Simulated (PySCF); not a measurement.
Compound: C3H2NO4S (charge -1).
Structure used (GFN2-xTB), in Å, numbered top down from 1:
```xyz
11
C3H2NO4S angstrom
N     -0.6023   -2.7914   -1.0023
C     -0.2899   -1.8118   -0.4812
C      0.0644   -0.6311    0.1763
C      1.0363    0.2436   -0.4274
O      1.2911    0.3780   -1.6102
O      1.6727    1.0123    0.5049
S     -1.7412    0.6071    0.0379
O     -2.5004    0.0521    1.1611
O     -1.2055    1.9407    0.3163
H      0.1222   -0.7053    1.2567
H      2.1580    1.7084    0.0419
```

The calculation used PySCF 2.14.0, density-fitted response routines, TDDFT PBE0/def2-SVPD, vertical, gas phase, core orbitals frozen in the response.

Transition dipole moments from the ground state, in atomic units and in the frame of the coordinates above (overall signs are arbitrary), for the states with f of 0.002 or more among the lowest 7:

```csv
state,E (eV),μx,μy,μz
S1,4.209,-1.196,0.593,0.290
S2,5.207,0.185,0.122,0.040
S3,5.212,0.159,0.149,0.102
S4,5.453,-0.364,-0.295,0.116
S5,5.532,-0.127,-0.117,-0.092
S6,5.617,-0.398,-0.522,0.184
S7,5.716,0.501,-0.442,-0.161
```

What oscillator strength does each state have?

f = (2/3) ΔE |μ|² with ΔE in hartree (27.2114 eV).

| state | \|μ\|² (au) | \|μ\| (D) | f |
| --- | --- | --- | --- |
| S1 | 1.866 | 3.47 | 0.192 |
| S2 | 0.051 | 0.57 | 0.006 |
| S3 | 0.058 | 0.61 | 0.007 |
| S4 | 0.232 | 1.23 | 0.031 |
| S5 | 0.038 | 0.50 | 0.005 |
| S6 | 0.465 | 1.73 | 0.064 |
| S7 | 0.472 | 1.75 | 0.066 |

Which bond between heavy atoms lies closest to the direction of the S1 transition dipole?

C3–S7, at 18° from it; next S7–O8 at 63°.

What angle do the transition dipoles of S1 and S6 make?

|cos θ| = |μa·μb| / (|μa| |μb|) = 0.24, so θ ≈ 76° (taken between 0 and 90°, since the signs are arbitrary).

How is the summed strength of these states shared among x, y and z?

(2/3) Σ ΔE μα² gives 0.232 for x, 0.119 for y and 0.021 for z, 0.373 in all.

What peak molar absorption coefficient would the strongest computed level give as a lone Gaussian band 0.3 eV wide at half height?

ε(max) = 2.175×10⁸ f / FWHM, with the width in cm⁻¹. S1: 2.175×10⁸ × 0.1925 / 2420 ≈ 17000 L mol⁻¹ cm⁻¹.

No detachment energy is given for this anion; states above it aren't bound, and a finite basis only mimics them.

One conformer stands for the species.
